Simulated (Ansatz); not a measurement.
`[Cl][Al]([Br])[Br]` + H₂S → `[SH][Al]([Br])[Br]` + HCl at 600 K and 1 bar (ligand exchange at the Al–Cl bond).

Calculated with Ansatz (gas phase, PBE0-D4/def2-TZVP geometries, no zero-point term in ΔE). CCSD(T)/CBS adds triple-zeta CCSD(T) − MP2 to the extrapolated MP2 energy (def2 sets, frozen cores). This one scheme is used for every species. For Br outer-core shells are correlated without core-valence functions, which leaves a few kJ/mol of doubt a bond. Scalar relativity is left out up to krypton. Each species was taken in one conformer, which may not be the lowest.

| species | CCSD(T)/CBS energy (Eh) | H − E (kJ/mol) | S (J/(mol·K)) |
| --- | --- | --- | --- |
| `[Cl][Al]([Br])[Br]` | -5848.64059 | 51.6 | 400.5 |
| H₂S | -398.97279 | 60.8 | 230.9 |
| `[SH][Al]([Br])[Br]` | -5787.21638 | 78.9 | 425.8 |
| HCl | -460.38127 | 35.4 | 207.2 |

H − E and S are ideal-gas, rigid-rotor, harmonic terms from PBE0-D4/def2-TZVP, for one conformer and one mirror image of each species. 1 Eh = 2625.50 kJ/mol, R = 8.31446 J/(mol·K).

Task: By hand: ΔE, ΔH, ΔS and ΔG.

Result: ΔE = (-5787.21638) + (-460.38127) − (-5848.64059) − (-398.97279) = 0.01573 Eh = 41.3 kJ/mol. Δ(H − E) = 78.9 + 35.4 − 51.6 − 60.8 = 1.9, so ΔH = 43.2 kJ/mol. ΔS = 425.8 + 207.2 − 400.5 − 230.9 = 1.6 J/(mol·K). ΔG = 43.2 − 600 × (1.6)/1000 = 42.2 kJ/mol.

Task: By hand: the equilibrium constant, and the temperature at which ΔG would vanish if ΔH and ΔS stayed fixed.

Result: log₁₀ K = −ΔG/(RT ln 10) = -3.7. ΔG = 0 at ΔH/ΔS = 27000 K, far beyond where these terms or the molecules hold.

The number of gas molecules stays the same, so ΔS is small and ΔH decides. A doubt of 5 kJ/mol in ΔE shifts log₁₀ K by 0.4 here. Other conformers and mirror images would add mixing entropy, several J/(mol·K) or more a flexible species. These are equilibria of isolated gas molecules and say nothing of rates. Largest T1 diagnostic: 0.009 (customary marks: 0.02 for closed shells, 0.045 for open ones).
